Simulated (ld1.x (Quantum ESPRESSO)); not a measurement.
## Building the ultrasoft potential for Zn (Z = 30) (PBE, non-relativistic).

- Element: zinc (Zn)
- Generator: ld1.x (Quantum ESPRESSO) 7.5
- Type: ultrasoft
- Functional: PBE
- Relativity: non-relativistic
- Frozen core: [Ar]
- Valence charge: 12
- Reference configuration: 3d10 4s1 4p1
- Partial waves: 4s (bound): rcut 1.55, rcutus 1.95 bohr; 4s channel at -0.2 Ry: rcut 1.55, rcutus 1.95 bohr; 4p (bound): rcut 2.75, rcutus 3.25 bohr; 4p channel at 3.25 Ry: rcut 2.75, rcutus 3.25 bohr; 3d (bound): rcut 0.75, rcutus 0.90 bohr; 3d channel at -0.1 Ry: rcut 0.75, rcutus 0.90 bohr
- Local potential: all-electron potential smoothed inside 3.00 bohr (lloc = -1)
- Core correction: none
- Augmentation charge: PSQ, radius 0.85 bohr

(1) Estimate the cutoffs (Ry, on a coarse ladder) from which the occupation-weighted sum of valence levels, in a spherical-Bessel basis at the reference potential, stays within 10 and 1 mRy of its value at 400 Ry.

(2) Does the potential have ghost states?

(3) Is the overlap operator S = 1 + Σ q|β⟩⟨β| positive definite (Bessel basis up to 400 Ry)?

(4) Which valence shell sets the plane-wave cutoff?

Results:

(1) 200 Ry and 300 Ry.

(2) No extra level below or beside the all-electron valence levels (s, p, d, f tested).

(3) Yes: its lowest eigenvalue is 0.56 (s channel).

(4) 3d: its level needs 200 Ry to come within 1 mRy, against 10 Ry for 4s.

Its largest configuration-test error is -273 meV (3d9 4s2 4p1). Test run stopped at test 6 of 7 (negative rho).
